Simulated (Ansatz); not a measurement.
System: CoO, charge 0, multiplicity 4. The spin state was set by rule; other spins were not relaxed. 
Coordinates optimised at B3LYP-D3(BJ)/def2-TZVP (Ansatz, a quantum-chemistry and plane-wave program):
```xyz
2

Co     0.0000     0.0000    -0.3710
O      0.0000     0.0000     1.2521
```
Charge 0, spin multiplicity 4.

Total electronic energies in hartree. Correlated levels leave the core frozen unless marked. Open shells are spin-unrestricted. Spin-orbit coupling is left out. Frozen are the shells of the preceding noble gas and the d and f shells that filled before the atom's block. No relativistic terms.  The program attaches cautions to a run behind SCS-MP2/STO-3G: large difference. The program attaches cautions to a run behind CCSD(T)/6-31G: large difference.

The Hartree-Fock reference is unstable (checked in the largest basis), which strains HF and MP2. The T1 diagnostic of CCSD in the largest basis is 0.093, which is high, so the coupled-cluster rows are less sure than usual.

```csv
level,program,energy (Eh)
RI-HF/def2-QZVPPD,Ansatz,[?]
PBE/def2-TZVPD,Ansatz,[?]
r2SCAN-D3(BJ)/def2-TZVPD,Ansatz + dftd3,-1457.92399
BHLYP-D3(BJ)/def2-TZVPD,Ansatz + dftd3,[?]
r2SCAN0/def2-TZVPD,Ansatz,-1457.84177
HSE06-D3(BJ)/def2-TZVPD,Ansatz + dftd3,-1457.63723
SCS-MP2/STO-3G,Ansatz,-1440.36686
CCSD(T)/6-31G,Ansatz,-1456.24916
```

Q: What belongs in the gaps?

A: 
- RI-HF/def2-QZVPPD, energy (Eh): -1456.25460
- PBE/def2-TZVPD, energy (Eh): -1457.67730
- BHLYP-D3(BJ)/def2-TZVPD, energy (Eh): -1457.85407
